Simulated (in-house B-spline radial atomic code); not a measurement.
The numbers below are computed, except where a source is named.
## Weak and strong correlation along the adiabatic connection

Two-electron singlets in several external potentials (atomic units), by full CI in B-splines with partial waves to l = 8 (correlation energies up to 0.6 % small). The repulsion is scaled by λ at fixed density; W(λ) is the mean repulsion less the Hartree energy, W(0) = E_x, and the area under W from 0 to 1 is E_xc.

Relative drop (W(λ) − E_x)/E_x:

```tsv
system	λ = 0.12	λ = 0.25	λ = 0.4	λ = 0.6	λ = 0.8	λ = 1
−Z/r, Z = 7.65, wall at 4.83 bohr	0.0024	0.0051	0.0080	0.0119	0.0158	0.0195
−Z/r, Z = 1.5, wall at 2 bohr	0.0101	0.0205	0.0318	0.0458	0.0587	0.0707
ω²r²/2 − Z/r, ω = 0.458, Z = -0.5	0.0282	0.0548	0.0813	0.1107	0.1350	0.1552
−V exp(−r²/w²), V = 13.5, w = 4.0	0.0139	0.0280	0.0430	0.0613	0.0777	0.0925
−V exp(−r²/w²), V = 4.64, w = 6.16	0.0231	0.0454	0.0680	0.0939	0.1158	0.1345
−V exp(−r²/w²), V = 2.15, w = 9.36	0.0353	0.0671	0.0975	0.1298	0.1553	0.1759
−Z exp(−kr)/r, Z = 4.17, k = 1.65	0.0057	0.0117	0.0184	0.0270	0.0352	0.0431
```

Question: Order the systems by how far second-order (GL2) theory, half the initial slope (estimated from the first points of each curve), overshoots the correlation energy, least first.
A. −V exp(−r²/w²), V = 13.5, w = 4.0
B. −Z exp(−kr)/r, Z = 4.17, k = 1.65
C. ω²r²/2 − Z/r, ω = 0.458, Z = -0.5
D. −V exp(−r²/w²), V = 4.64, w = 6.16
E. −Z/r, Z = 1.5, wall at 2 bohr
F. −Z/r, Z = 7.65, wall at 4.83 bohr
G. −V exp(−r²/w²), V = 2.15, w = 9.36

Answer: F (GL2/E_c = 1.03), B (GL2/E_c = 1.08), E (GL2/E_c = 1.15), A (GL2/E_c = 1.19), D (GL2/E_c = 1.33), C (GL2/E_c = 1.39), G (GL2/E_c = 1.51).

Question: What else changes along this order?

Answer: The ratio follows the bend of the curve. With it the leading natural occupation goes from 1.999 to 1.896 and −T_c/E_c from 0.97 to 0.66 between the first and the last.
